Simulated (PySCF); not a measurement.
C3H7NOSi, SMILES C[C@H]1OC=N[SiH2]1.

The structure is a stationary point at B3LYP-D3(BJ)/def2-SVP. The structure was generated by enumeration; whether it is a known compound was not checked. Other conformers were not sampled.

Two levels are set side by side: TDDFT-PBE/def2-SVPD (PySCF) and TDDFT-B3LYP/def2-SVPD (PySCF). Vertical, same geometry. The lowest singlet is HOMO→LUMO 99 % with PBE and HOMO→LUMO 93 % with the other functional; states are paired by order. Differences are taken from unrounded values.

| quantity | TDDFT-B3LYP |
|---|---|
| lowest singlet excitation (eV) | 5.54 |
| lowest triplet excitation (TDA) (eV) | 4.92 |

Question: What does TDDFT-PBE give, and how far is it from TDDFT-B3LYP? (An estimate is asked for; the answer gives what the named calculation found.)

Answer: 
```
quantity                              TDDFT-PBE  TDDFT-PBE minus TDDFT-B3LYP
------------------------------------  ---------  ---------------------------
lowest singlet excitation (eV)             5.27                        -0.27
lowest triplet excitation (TDA) (eV)       4.79                        -0.13
```

A lower first singlet is the usual sign of a functional without exact exchange. Differences between two approximate levels are no errors against the true value.

Rough cost on one machine, each run with all the roots and properties that it gave: TDDFT-B3LYP against TDDFT-PBE about 3 times.
